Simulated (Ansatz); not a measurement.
A nudged elastic band was laid between two geometries of BrCl3HIn (6 atoms, charge 0, multiplicity 1).

Method: Ansatz, RHF/def2-SVP.

```
movable images  : 5
climbing image  : yes
spring          : 5.0 eV/Å²
optimiser       : quadratic models (default)
start path      : through a guess of the saddle point
force threshold : 0.03 eV/Å
iteration limit : 60
end points      : relaxed
```

First end point:

```xyz
6
Properties=species:S:1:pos:R:3
In 0.008 0.093 0.076
Cl 0.005 0.703 2.341
Cl 2.019 0.145 -1.107
Cl -2.013 0.040 -1.088
Br 0.083 -2.876 0.997
H 0.087 -2.426 2.337
```

Last end point:

```xyz
6
Properties=species:S:1:pos:R:3
In 0.027 -0.715 -0.345
Cl 0.023 0.046 2.522
Cl 2.009 0.362 -0.945
Cl -2.013 0.262 -0.924
Br 0.090 -3.112 0.311
H 0.055 -1.162 2.937
```

Task: What changes between the two ends?

Result: Bonds broken: In1–Cl2, Br5–H6. Bonds formed: In1–Br5, Cl2–H6.

Task: What energy profile does the band end with?

Result: The run converged. The highest image is number 3 of 0 to 6, 0.69 eV above the first end and 0.91 eV above the last; the last end lies 0.22 eV below the first. A vibrational analysis at the climbing image gives one clearly imaginary mode, 1243i cm⁻¹: a first-order saddle point. The orbitals stay closed-shell, which can raise the energy where a bond breaks towards radicals; this wasn't checked here.

```json
{"image": "0", "path coordinate (Å)": "0.00", "energy (eV)": "0.00", "In1–Cl2 (Å)": "2.35", "Br5–H6 (Å)": "1.41", "In1–Br5 (Å)": "3.11"}
{"image": "1", "path coordinate (Å)": "0.41", "energy (eV)": "0.05", "In1–Cl2 (Å)": "2.36", "Br5–H6 (Å)": "1.42", "In1–Br5 (Å)": "3.06"}
{"image": "2", "path coordinate (Å)": "0.83", "energy (eV)": "0.28", "In1–Cl2 (Å)": "2.41", "Br5–H6 (Å)": "1.45", "In1–Br5 (Å)": "2.90"}
{"image": "3", "path coordinate (Å)": "1.24", "energy (eV)": "0.69", "In1–Cl2 (Å)": "2.54", "Br5–H6 (Å)": "1.68", "In1–Br5 (Å)": "2.72"}
{"image": "4", "path coordinate (Å)": "1.69", "energy (eV)": "0.13", "In1–Cl2 (Å)": "2.73", "Br5–H6 (Å)": "2.18", "In1–Br5 (Å)": "2.57"}
{"image": "5", "path coordinate (Å)": "2.13", "energy (eV)": "-0.16", "In1–Cl2 (Å)": "2.89", "Br5–H6 (Å)": "2.69", "In1–Br5 (Å)": "2.50"}
{"image": "6", "path coordinate (Å)": "2.58", "energy (eV)": "-0.22", "In1–Cl2 (Å)": "2.97", "Br5–H6 (Å)": "3.27", "In1–Br5 (Å)": "2.49"}
```

Task: What is the geometry of the highest image?

Result: 
```xyz
6
Properties=species:S:1:pos:R:3:forces:R:3
In 0.020 -0.339 -0.057 0.00 -0.01 0.01
Cl 0.020 0.057 2.448 0.00 -0.01 -0.03
Cl 2.053 0.202 -1.050 0.00 0.01 0.01
Cl -2.047 0.116 -1.022 -0.01 0.00 0.00
Br 0.086 -2.813 1.071 0.00 0.01 0.00
H 0.059 -1.542 2.165 0.00 0.00 0.01
```

Task: What are the harmonic wavenumbers there?

Result: 1243i, 62, 89, 93, 105, 179, 250, 326, 377, 418, 715, 1175 cm⁻¹.

The band took 6 iterations and roughly 3 core-minutes.

The run took 95 s on 2 threads of Arm Neoverse V1, on a shared host, peak memory 0.33 GiB.
